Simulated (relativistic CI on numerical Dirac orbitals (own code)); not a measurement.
**What each ingredient does to the levels of Xe3+**

Base calculation: Dirac-Coulomb-Breit CI, orbitals from a KLI potential per configuration, model QED (radiative potential, 1s self-energy scaled to tabulated hydrogen-like ionisation energies), valence Slater integrals scaled by 0.85, P86 correlation energy added to each configuration.

Configuration list (outside the closed core [Kr] 4d10): 5s2 5p3, 5s 5p4, 5s2 5p2 5d, 5p5, 5s2 5p2 5f, 5s 5p3 5d, 5s2 5p2 6s, 5s2 5p2 5g, 5s2 5p2 6p, 5s2 5p2 4f, 5s 5p3 5f, 5s2 5p2 6d, 5s2 5p2 7s, 5s 5p3 5g, 5s2 5p 5d2, 5s2 5d3, 5s2 5d2 5f, 5s 5p 5d3, 5s2 5d2 6s, 5s2 5d2 5g. Double excitations out of closed p, d and f shells are left out; levels of such configurations are missing from the list, as are those of other unlisted configurations, and high levels can miss mixing partners. These lack a partner that the ground configuration has and come out too high: 5s2 5p2 6p, 5s2 5p2 4f, 5s 5p3 5f, 5s2 5p2 6d, 5s2 5p2 7s.

Variants: (1) self-excluded LDA correlation estimate; (2) valence Slater integrals scaled by 0.75; (3) configuration mixing switched off; (4) non-relativistic limit. Shifts of the energy above 5s2 5p3 4S°_3/2, in cm⁻¹, for the lowest level and the first level of each name with at least 55 % of one term (blank where a level changes its place among those of its configuration and J or its character, or is not in the variant):

```csv
Level,Base,Δ(1),Δ(2),Δ(3),Δ(4),Measured
5s2 5p3 4S°_3/2,0.0,0.0,0.0,0.0,0.0,0.0
5s2 5p3 2D°_3/2,13216.2,-2.3,-1024.1,+1542.2,+867.4,13267.0
5s2 5p3 2D°_5/2,17467.5,-3.6,-1036.3,+1716.3,-3383.9,17510.7
5s2 5p3 2P°_1/2,27361.0,+3.3,-2079.5,+2467.4,-3644.0,28036.4
5s2 5p3 2P°_3/2,34840.2,+2.7,-1621.2,+2660.3,-11123.2,35649.6
5s 5p4 4P_5/2,103699.4,+177.6,+1464.0,+1862.9,-11738.1,99663.8
5s 5p4 4P_3/2,110824.8,+176.5,+1489.8,+2119.4,-18863.5,106923.2
5s 5p4 4P_1/2,113189.1,+176.8,+1303.2,+2055.1,-21227.8,109254.4
5s 5p4 2D_3/2,128387.9,+161.3,-415.4,+11626.2,-13834.6,121928.9
5s 5p4 2D_5/2,131721.5,+167.6,-379.6,+10855.4,-17168.2,125474.7
5s2 5p2 5d 4F_5/2,143986.8,+100.5,-1074.9,-6535.1,-1273.6,136495.9
5s2 5p2 5d 4F_7/2,148900.9,+99.5,-791.5,-6183.6,-6187.7,141624.8
5s2 5p2 5d 2F_5/2,150331.6,+99.8,-1305.7,-6463.2,,141824.4
5s2 5p2 5d 4D_1/2,152308.7,+119.6,-1704.5,,-4879.2,145105.7
5s2 5p2 5d 4F_9/2,153470.7,+99.7,-963.6,-6097.6,-10757.5,145991.1
5s2 5p2 5d 4D_3/2,154021.7,+103.0,-1331.6,-4952.1,-6592.1,146206.5
5s2 5p2 5d 4D_5/2,156841.0,+101.3,-1422.4,-7296.2,,148685.0
5s2 5p2 6s 4P_1/2,166027.1,+1084.9,-2214.2,-5889.3,+12307.6,157205.0
5s2 5p2 5d 2G_7/2,170025.1,+98.7,-2457.8,-6101.9,-9123.8,160665.1
5s2 5p2 5d 4P_5/2,171593.9,+140.6,-3719.7,-13130.2,-5114.8,159642.8
5s2 5p2 5d 2G_9/2,172142.4,+97.6,-2391.2,-6051.1,-11241.1,163463.1
5s2 5p2 6s 4P_3/2,174192.5,+1075.5,-1915.1,-5961.6,+4142.2,165280.0
```

Correlation outside the listed configurations is missing or only estimated: errors of thousands of cm⁻¹ between configurations and terms are usual at this charge. Rates and lifetimes follow the computed energies and can be off by large factors. The fine structure of a lone outer electron comes out too small, for d and f at times inverted, and misplaced configurations move strength between like terms. 31 of the 69 excited levels that our extract of the measured tables holds in this range could be paired (the sources list more); they are missed by 7296 cm⁻¹ on average and 12208 at most, and levels without a partner can miss by more.

Measured levels: Saloman, J. Phys. Chem. Ref. Data 33, 765 (2004).

Ionisation energy from the two ground configurations alone: base 42.63 eV; self-excluded LDA correlation estimate 42.83 eV; valence Slater integrals scaled by 0.75 42.49 eV. The NIST ASD value (measured) is 42.2 eV.

LS names give the leading component of a level, which can be under half, so a name can repeat, a term be missing and a line seem to break the LS rules.
